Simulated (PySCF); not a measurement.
A calculated (UHF, PySCF 2.14, cc-pVDZ-X2C, the spin-free X2C one-electron Hamiltonian (Gaussian nucleus)) atom or ion has these occupied shells.

| shell | electrons | orbital energy (eV) | rms radius, mean of both spins (bohr) |
| --- | --- | --- | --- |
| 1s α | 1 | -4091.7 | 0.0888 |
| 1s β | 1 | -4091.7 | 0.0888 |
| 2s α | 1 | -468.50 | 0.393 |
| 2s β | 1 | -468.39 | 0.393 |
| 2p α | 3 | -377.97 | 0.362 |
| 2p β | 3 | -377.94 | 0.362 |
| 3s α | 1 | -68.344 | 1.24 |
| 3s β | 1 | -68.065 | 1.24 |
| 3p α | 3 | -43.184 | 1.38 |
| 3p β | 3 | -43.065 | 1.38 |
| 4s α | 1 | -11.366 | 3.97 |

**Question.** Name the element and its charge.

**Answer.** Ca⁺ (calcium, charge +1), in [Ar] 4s1, 2S determinant.
